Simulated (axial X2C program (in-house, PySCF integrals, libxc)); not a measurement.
## What spin–orbit coupling does to GeS

Calculated with an in-house relativistic program for diatomic molecules. Spin-free means the one-electron spin-free X2C Hamiltonian; two-component (2c) means X2C with spin–orbit coupling and atomic mean-field two-electron Coulomb and Gaunt terms, so the difference of the two also holds small scalar two-electron terms. Basis: Ge dyall-cv3z [9s9p7d4f1g], S dyall-av3z [9s8p3d2f] (cores contracted in-house); Gaussian nuclei, density fitting, unrestricted open shells. Masses: Ge 73.921 u, S 31.972 u.

Spin-free state: M_S = 0, Λ = 0 (closed shell); fragments Ge + S.

```json
{"level": "PBE0", "Re (Å)": "2.011", "ωe (cm⁻¹)": "586.4", "De (eV)": "5.583", "μ (D)": "-2.28"}
{"level": "HF", "Re (Å)": "1.994", "ωe (cm⁻¹)": "626.5", "De (eV)": "3.188", "μ (D)": "-2.76"}
{"level": "MP2", "Re (Å)": "2.031", "ωe (cm⁻¹)": "569.8", "De (eV)": "5.677", "μ (D)": "n/a"}
{"level": "CCSD", "Re (Å)": "2.021", "ωe (cm⁻¹)": "586.5", "De (eV)": "5.184", "μ (D)": "n/a"}
{"level": "CCSD(T)", "Re (Å)": "2.035", "ωe (cm⁻¹)": "562.3", "De (eV)": "5.478", "μ (D)": "n/a"}
{"level": "r2SCAN0", "Re (Å)": "2.000", "ωe (cm⁻¹)": "600.6", "De (eV)": "5.439", "μ (D)": "-2.23"}
```

Correlated methods: 10 electrons correlated (number of frozen shells: Ge 3 s, 2 p, 1 d; S 2 s, 1 p), 234 virtual spin orbitals or spinors in MP2, 88 natural virtuals in coupled cluster.

Dipoles are positive if S is the positive end.

Two-component determinant lowest at the distance of the search:

Ω = 0 (closed shell); fragments Ge + S.

| level | Re (Å) | ωe (cm⁻¹) | μ (D) |
| --- | --- | --- | --- |
| PBE0 | 2.012 | 585.9 | -2.29 |
| HF | 1.995 | 625.9 | -2.77 |
| MP2 | 2.032 | 569.5 | n/a |
| CCSD | 2.022 | 586.1 | n/a |
| CCSD(T) | 2.036 | 561.9 | n/a |
| r2SCAN0 | 2.001 | 600.1 | -2.23 |

Problem. From the two tables, how do the constants change at the CCSD(T) level (2c against spin-free)?

Solution. At the CCSD(T) level Re is unchanged within 0.001 Å and ωe drops by 0.4 cm⁻¹.

The state is one determinant whose occupation by symmetry is held fixed; it was picked as the lowest of a PBE0 search that is not exhaustive. Closed shells are restricted here (equal orbitals for both partners); the stretched side of such a curve lies too high. De is counted from the lowest determinant-based energies of the atoms at the same level, without counterpoise correction. De is not given where an atomic determinant may have missed its ground term or J level, or where the truncated virtual space spoils (T). CCSD and (T) use frozen natural virtuals with an MP2 correction for the truncation; (T) itself is uncorrected, so its De runs slightly low. Without a current term, density functionals place determinants with orbital angular momentum somewhat too high. With the outer-core shells frozen, correlated bond lengths of heavy atoms tend to come out a few hundredths of an ångström too long.
